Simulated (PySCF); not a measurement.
# Partial charges of `CP(C)c1ccc(F)cc1`

Compound: C8H10FP.
SMILES with atom numbers: `[CH3:1][P:2]([CH3:3])[c:4]1[cH:5][cH:6][c:7]([F:8])[cH:9][cH:10]1` (hydrogens: H11, H12, H13 on C1; H14, H15, H16 on C3; H17 on C5; H18 on C6; H19 on C9; H20 on C10)

Cartesian coordinates in Å at the PBE0-D3(BJ)/def2-SVP level; atoms count from 1:
```
atom  x, y, z in Å
C1    -2.4673    0.8524    0.2040
P2    -1.4741   -0.0373   -1.0794
C3    -1.8327   -1.7837   -0.5807
C4     0.2305    0.1682   -0.4017
C5     1.2264    0.6405   -1.2654
C6     2.5391    0.8178   -0.8307
C7     2.8520    0.5168    0.4881
F8     4.1023    0.6792    0.9164
C9     1.8890    0.0481    1.3763
C10    0.5848   -0.1228    0.9232
H11   -3.5367    0.6950   -0.0054
H12   -2.2646    1.9313    0.1345
H13   -2.2568    0.5164    1.2317
H14   -1.2197   -2.4669   -1.1868
H15   -2.8912   -2.0017   -0.7906
H16   -1.6365   -1.9817    0.4851
H17    0.9657    0.8737   -2.3015
H18    3.3215    1.1855   -1.4971
H19    2.1750   -0.1748    2.4060
H20   -0.1684   -0.4925    1.6248
```

Density: PBE0/pcSseg-1 (PySCF); schemes: Mulliken, IAO, Hirshfeld and ESP-fitted. The structure is a single PBE0-D3(BJ)/def2-SVP conformer in the gas phase; no vibrational or solvent corrections.

For which atoms does the sign change between the 4 schemes (beyond +0.03 e in one, beyond −0.03 e in another)?

P2 and C4.

At which atom do the 4 schemes differ most?

At C4: from -0.436 (Mulliken) to +0.449 e (ESP-fitted), 0.885 e apart.

What partial charge does each atom carry?

In e:

```
atom                     environment  Mulliken     IAO  Hirshfeld  ESP-fitted
  C1  sp3 carbon bound to phosphorus    -0.473  -0.604     -0.166      -0.176
  P2            phosphine phosphorus    +0.366  +0.505     +0.149      -0.333
  C3  sp3 carbon bound to phosphorus    -0.472  -0.603     -0.166      -0.208
  C4     substituted aromatic carbon    -0.436  -0.211     -0.060      +0.449
  C5              aromatic CH carbon    -0.021  -0.130     -0.045      -0.114
  C6              aromatic CH carbon    -0.145  -0.196     -0.068      -0.364
  C7             aromatic C–F carbon    +0.329  +0.301     +0.090      +0.353
  F8                   aryl fluorine    -0.272  -0.262     -0.078      -0.190
  C9              aromatic CH carbon    -0.147  -0.193     -0.068      -0.244
 C10              aromatic CH carbon    +0.003  -0.131     -0.041      -0.451
 H11                 methyl hydrogen    +0.144  +0.152     +0.043      +0.133
 H12                 methyl hydrogen    +0.154  +0.158     +0.043      +0.078
 H13                 methyl hydrogen    +0.132  +0.133     +0.036      +0.027
 H14                 methyl hydrogen    +0.153  +0.158     +0.043      +0.088
 H15                 methyl hydrogen    +0.143  +0.152     +0.043      +0.136
 H16                 methyl hydrogen    +0.132  +0.134     +0.036      +0.039
 H17               aromatic hydrogen    +0.089  +0.159     +0.047      +0.098
 H18               aromatic hydrogen    +0.116  +0.167     +0.057      +0.213
 H19               aromatic hydrogen    +0.112  +0.166     +0.056      +0.181
 H20               aromatic hydrogen    +0.095  +0.144     +0.049      +0.284
```

Mean size of the charges over all atoms: IAO 0.233 e, ESP-fitted 0.208 e, Mulliken 0.197 e, Hirshfeld 0.069 e. Each set sums to the total charge, 0, to within 0.001 e. The Mulliken scheme gives each basis function's population to the atom it is centred on and halves the overlap population of two atoms between them.

How many electrons does the Hirshfeld scheme count on C1?

Z − q = 6 − (-0.166) = 6.166.

Sum the charges by element, for elements with more than one atom.

```csv
element,atoms,Mulliken,IAO,Hirshfeld,ESP-fitted
C,8,-1.363,-1.766,-0.523,-0.755
H,10,+1.269,+1.522,+0.453,+1.278
```
